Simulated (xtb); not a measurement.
C6H6, SMILES C=C=CC#CC. All values are semi-empirical tight-binding results from xtb (GFN2-xTB unless named), good for trends rather than for accurate numbers. The structure is a stationary point at GFN2-xTB.

```
Property                                           Value
-----------------------------------------  -------------
point group as xtb finds it                           Cs
orbital gap                                      4.17 eV
dipole moment                                     0.41 D
zero-point energy                          57.1 kcal/mol
G − E(el) at 298.15 K (modified RRHO)      37.1 kcal/mol
static polarisability (D4 model)              66.2 bohr³
solvation energy, GFN2-xTB/ALPB(water)     -1.6 kcal/mol
solvation energy, GFN2-xTB/ALPB(methanol)  -6.2 kcal/mol
```

Computed IR lines (harmonic; lines under 4 % of the strongest left out, lines within 3 cm⁻¹ merged):
ν (cm⁻¹): 832 (w), 862 (m), 1022 (w), 1027 (w), 1102 (w), 1187 (w), 1457 (w), 2072 (vs), 2379 (m), 2993 (m), 3004 (s), 3062 (m) (against the strongest line: vs over 80 %, s over 45 %, m over 15 %, w over 4 %, vw less)
